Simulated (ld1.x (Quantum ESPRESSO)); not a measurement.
**Building the RRKJ potential for S (PW91, scalar-relativistic).**

S (Z = 16), norm-conserving RRKJ (Kleinman–Bylander form), made with ld1.x (Quantum ESPRESSO) 7.5 (PW91, scalar-relativistic). Core [Ne], reference 3s2 3p4. Waves: 3p (bound): rc 1.55 bohr; 3s (bound): rc 1.05 bohr. Local part: the s channel. Core correction: none. rho0 = 0.01.

Calculated quality:

* Cutoffs needed: 80 Ry and 200 Ry (the cutoffs (Ry, on a coarse ladder) from which the occupation-weighted sum of valence levels, in a spherical-Bessel basis at the reference potential, stays within 10 and 1 mRy of its value at 400 Ry)
* Ghost test: no extra level below or beside the all-electron valence levels (p, s, d, f tested) (spherical-Bessel basis up to 400 Ry, 20 bohr box)
* Largest excitation error: +386 meV (all-electron minus pseudo) for 3s2 3p0, out of 7 test configurations

Generation and tests took about 9.6 s on one core of a shared server CPU.
